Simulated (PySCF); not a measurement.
How methods differ on the ionisation energy of Dy⁵⁵⁺

Dy⁵⁵⁺ [Ne] 3s1 (2S) → Dy⁵⁶⁺ [Ne] (1S), as a difference of total energies. Calculation: PySCF 2.14, in an uncontracted even-tempered set (17 s from 14 bohr⁻², ratio 2.5; 12 p from 18 bohr⁻², ratio 2.5; 4 d from 65 bohr⁻², ratio 2.7; 4 f from 97 bohr⁻², ratio 2.7); scalar relativity by spin-free X2C-1e. Correlated levels: outer shells: 1s2 frozen; virtual orbitals above 40 to 60 times the deepest correlated orbital energy dropped. The calculations carry no spin-orbit coupling.

```
                method  ionisation energy (eV)
                   UHF                  5413.4
    MP2 (outer shells)                  5414.2
SCS-MP2 (outer shells)                  5414.1
   CCSD (outer shells)                  5414.2
CCSD(T) (outer shells)                  5414.2
```

Breit and QED terms and the two-electron picture change are absent.

For comparison: 5412 ± 5 eV (theoretical estimate listed by NIST; NIST Atomic Spectra Database, ionization energies).
